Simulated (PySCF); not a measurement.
**[Eu(BH4)2]+ at several levels of theory**

Computed with PySCF 2.14.0 (density fitting, no spin-orbit coupling) at the geometry relaxed with PBE0:

```xyz
11
[Eu(BH4)2]+ (singlet in the valence; each metal's 4f electrons, 6 of them, lie in its core potential, out of spins and levels)
Eu    0.0000    0.0001   -0.4004
B     2.0194   -0.0017    0.9033
H     2.9724    0.0182    1.6282
H     1.1146   -0.8117    1.2791
H     2.2426   -0.2964   -0.3008
H     1.3966    1.1072    0.8498
B    -2.0194    0.0016    0.9034
H    -2.9725   -0.0184    1.6282
H    -1.1148    0.8118    1.2792
H    -2.2425    0.2962   -0.3008
H    -1.3964   -1.1071    0.8499
```

| level | basis | state | HOMO (eV) | gap (eV) | charge on Eu1 (e) | population of f-type functions on Eu1 (polarisation alone where 4f lies in the core) | dipole about the centre of mass (D) | largest force component (eV/Å) |
| --- | --- | --- | --- | --- | --- | --- | --- | --- |
| PBE0 | Eu lcecp-1-SVP with ECP52, B def2-SVP, H def2-SVP | singlet | -13.94 | 6.29 | 1.06 | 0.05 | 4.44 | 0.01 |
| BP86 | the same | singlet | -12.64 | 4.20 | 0.90 | 0.05 | 4.09 | 0.32 |
| PBE0 | Eu lcecp-1-TZVP with ECP52, B def2-TZVP, H def2-TZVP | singlet | -13.95 | 6.34 | 1.36 | 0.06 | 4.41 | 0.25 |

In the lcecp rows the 4f levels are missing from HOMO and gap, and the state counts the valence alone.

Charges are Mulliken's, which hang on the basis. The relaxation used the grid (50, 194), these runs (75, 302) or, all-electron (x2c bases, spin-free X2C Hamiltonian), (99, 590).

(1) What does PBE with Eu lcecp-1-SVP with ECP52, B def2-SVP, H def2-SVP give here?

An lcecp potential fixes the number of 4f electrons, so in runs with it no electron can move into or out of that shell.

Answers

(1) state singlet, HOMO (eV) -12.55, gap (eV) 4.08, charge on Eu1 (e) 0.85, population of f-type functions on Eu1 (polarisation alone where 4f lies in the core) 0.05, dipole about the centre of mass (D) 4.07, largest force component (eV/Å) 0.28. Time: 12 s on 2 threads of Arm Neoverse V1 (shared host), from an already converged density.
